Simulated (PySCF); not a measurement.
Isomers of C7H5F5O, mass 200.026 u with the commonest isotopes. Method used: PBE0-D3(BJ)/def2-SVP geometry optimisation, gas phase in PySCF. One conformer each, none proved a minimum here; rigid rotors.

Question: Order these by rotational constant C, largest first.
A. `[F:1][C:2]([F:3])([F:4])[C:5]([F:6])([F:7])[CH:8]1[CH:9]=[CH:10][O:11][CH:12]=[CH:13]1` with C2–C5–C8–C9 -63°
B. `[F:1][C:2]1=[C:3]([O:4][CH:5]([F:6])[F:7])[CH:8]=[CH:9][C:10]([F:11])([F:12])[CH2:13]1` with C2–C3–O4–C5 27°, C3–O4–C5–F6 175°, C2–C3–C8–C9 8°, C8–C9–C10–F11 -150°, C9–C10–C13–C2 36°, F1–C2–C13–C10 159°
C. `[CH:1]#[C:2][C@H:3]([CH3:4])[C:5](=[O:6])[C:7]([F:8])([F:9])[C:10]([F:11])([F:12])[F:13]` with C2–C3–C5–O6 107°, C3–C5–C7–F8 17°

Answer: A (624.9 MHz), C (537.4 MHz), B (386.5 MHz).

Question: Order these by rotational constant B, smallest first.
A. `[F:1][C:2]1=[C:3]([O:4][CH:5]([F:6])[F:7])[CH:8]=[CH:9][C:10]([F:11])([F:12])[CH2:13]1` with C2–C3–O4–C5 27°, C3–O4–C5–F6 175°, C2–C3–C8–C9 8°, C8–C9–C10–F11 -150°, C9–C10–C13–C2 36°, F1–C2–C13–C10 159°
B. `[CH:1]#[C:2][C@H:3]([CH3:4])[C:5](=[O:6])[C:7]([F:8])([F:9])[C:10]([F:11])([F:12])[F:13]` with C2–C3–C5–O6 107°, C3–C5–C7–F8 17°
C. `[F:1][C:2]([F:3])([F:4])[C:5]([F:6])([F:7])[CH:8]1[CH:9]=[CH:10][O:11][CH:12]=[CH:13]1` with C2–C5–C8–C9 -63°

Answer: A (420.2 MHz), B (595.7 MHz), C (642.8 MHz).

Question: Order these by out-of-plane moment Σ m c² = (Ia + Ib − Ic)/2, smallest first.
A. `[CH:1]#[C:2][C@H:3]([CH3:4])[C:5](=[O:6])[C:7]([F:8])([F:9])[C:10]([F:11])([F:12])[F:13]` with C2–C3–C5–O6 107°, C3–C5–C7–F8 17°
B. `[F:1][C:2]1=[C:3]([O:4][CH:5]([F:6])[F:7])[CH:8]=[CH:9][C:10]([F:11])([F:12])[CH2:13]1` with C2–C3–O4–C5 27°, C3–O4–C5–F6 175°, C2–C3–C8–C9 8°, C8–C9–C10–F11 -150°, C9–C10–C13–C2 36°, F1–C2–C13–C10 159°
C. `[F:1][C:2]([F:3])([F:4])[C:5]([F:6])([F:7])[CH:8]1[CH:9]=[CH:10][O:11][CH:12]=[CH:13]1` with C2–C5–C8–C9 -63°

Answer: B (80.31 u·Å²), A (146.86 u·Å²), C (175.55 u·Å²).

| SMILES | point group | Ia (u·Å²) | Ib (u·Å²) | Ic (u·Å²) | κ | μa (D) | μb (D) | μc (D) |
| --- | --- | --- | --- | --- | --- | --- | --- | --- |
| FC1=C(OC(F)F)C=CC(F)(F)C1 | C1 | 265.52 | 1202.58 | 1307.48 | -0.96 | 0.26 | 0.35 | 0.29 |
| FC(F)(F)C(F)(F)C1C=COC=C1 | – | 373.63 | 786.21 | 808.73 | -0.95 | 1.94 | 0.56 | 0.00 |
| C#C[C@H](C)C(=O)C(F)(F)C(F)(F)F | C1 | 385.75 | 848.43 | 940.45 | -0.85 | 1.58 | 0.01 | 1.58 |
